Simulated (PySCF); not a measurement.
Ground-state electric properties of a mixed set of molecules.

All values: PBE0/def2-SVPD (PySCF) at GFN2-xTB geometries, gas phase, one conformer each. Core orbitals are frozen in the response; Δα² is half the sum of the squared differences of the principal polarisabilities.

Question: Rank by polarisability anisotropy Δα, lowest first.
A. `[CH3:1][CH2:2][c:3]1[cH:4][cH:5][cH:6][cH:7][n:8]1` with C1–C2–C3–C4 -85° (2-ethylpyridine)
B. `[CH3:1][C@H:2]1[CH2:3][CH2:4][CH:5]=[C:6]1[C:7]#[N:8]` with C1–C2–C3–C4 99°, C2–C3–C4–C5 19°, C3–C4–C5–C6 -12°, C1–C2–C6–C5 -107°
C. `[CH3:1][NH:2][c:3]1[cH:4][cH:5][cH:6][cH:7][cH:8]1` with C1–N2–C3–C4 -17°
D. `[H]\[N:8]=[CH:7]/[CH:6]=[CH:5]/[CH:4]=[CH:3]/[CH:2]=[CH2:1]` with C1–C2–C3–C4 180°, C3–C4–C5–C6 180°, C5–C6–C7–N8 180°
E. `Cc1cccc(N)c1`
F. `[CH3:1][CH2:2][SiH2:3][CH2:4][Cl:5]` with C1–C2–Si3–C4 180°, C2–Si3–C4–Cl5 -60°

Answer: F (2.90 Å³), B (5.66 Å³), A (6.44 Å³), E (8.01 Å³), C (8.43 Å³), D (27.25 Å³).

Question: Rank by mean static polarisability, lowest first.
A. `CC[SiH2]CCl`
B. `CC1(C)C=C[SiH2]N1`
C. `CC#C[Si@](N)([SiH3])P`
D. `C(=C)/C=C/C=C/C=N\[H]`
E. `CCc1ccccn1`
F. `C[C@H]1CCC=C1C#N`

Answer: A (11.60 Å³), F (12.42 Å³), E (12.79 Å³), B (13.36 Å³), D (19.04 Å³), C (19.39 Å³).

All values together:

| SMILES | formula | μ (D) | HOMO (eV) | LUMO (eV) | α (Å³) | Δα (Å³) | electrons | α per electron (Å³) |
| --- | --- | --- | --- | --- | --- | --- | --- | --- |
| CC#C[Si@](N)([SiH3])P | C3H10NPSi2 | 2.59 | -6.94 | -0.48 | 19.39 | 6.30 | 78 | 0.249 |
| CCc1ccccn1 | C7H9N | 1.84 | -7.26 | -0.70 | 12.79 | 6.44 | 58 | 0.221 |
| [H]\N=C/C=C/C=C/C=C | C7H9N | 3.56 | -6.50 | -2.23 | 19.04 | 27.25 | 58 | 0.328 |
| CC1(C)C=C[SiH2]N1 | C5H11NSi | 1.06 | -6.53 | -0.01 | 13.36 | 4.13 | 62 | 0.215 |
| C[C@H]1CCC=C1C#N | C7H9N | 4.67 | -7.55 | -1.22 | 12.42 | 5.66 | 58 | 0.214 |
| CNc1ccccc1 | C7H9N | 1.87 | -5.71 | -0.01 | 13.48 | 8.43 | 58 | 0.232 |
| CC[SiH2]CCl | C3H9ClSi | 1.73 | -7.95 | 0.16 | 11.60 | 2.90 | 58 | 0.200 |
| Cc1cccc(N)c1 | C7H9N | 1.49 | -5.85 | 0.03 | 13.45 | 8.01 | 58 | 0.232 |

Conformers: `[CH3:1][C:2]#[C:3][Si@:4]([NH2:5])([SiH3:6])[PH2:7]` with C3–Si4–N5–H 77° and -65°, C3–Si4–P7–H -25° and 67°; `[CH3:1][CH2:2][c:3]1[cH:4][cH:5][cH:6][cH:7][n:8]1` with C1–C2–C3–C4 -85°; `[H]\[N:8]=[CH:7]/[CH:6]=[CH:5]/[CH:4]=[CH:3]/[CH:2]=[CH2:1]` with C1–C2–C3–C4 180°, C3–C4–C5–C6 180°, C5–C6–C7–N8 180°; `[CH3:1][C@H:2]1[CH2:3][CH2:4][CH:5]=[C:6]1[C:7]#[N:8]` with C1–C2–C3–C4 99°, C2–C3–C4–C5 19°, C3–C4–C5–C6 -12°, C1–C2–C6–C5 -107°; `[CH3:1][NH:2][c:3]1[cH:4][cH:5][cH:6][cH:7][cH:8]1` with C1–N2–C3–C4 -17°; `[CH3:1][CH2:2][SiH2:3][CH2:4][Cl:5]` with C1–C2–Si3–C4 180°, C2–Si3–C4–Cl5 -60°.

Question: How closely does the mean polarisability follow the number of electrons in this set?

Answer: The correlation coefficient is 0.64; α per electron runs from 0.200 to 0.328 Å³.
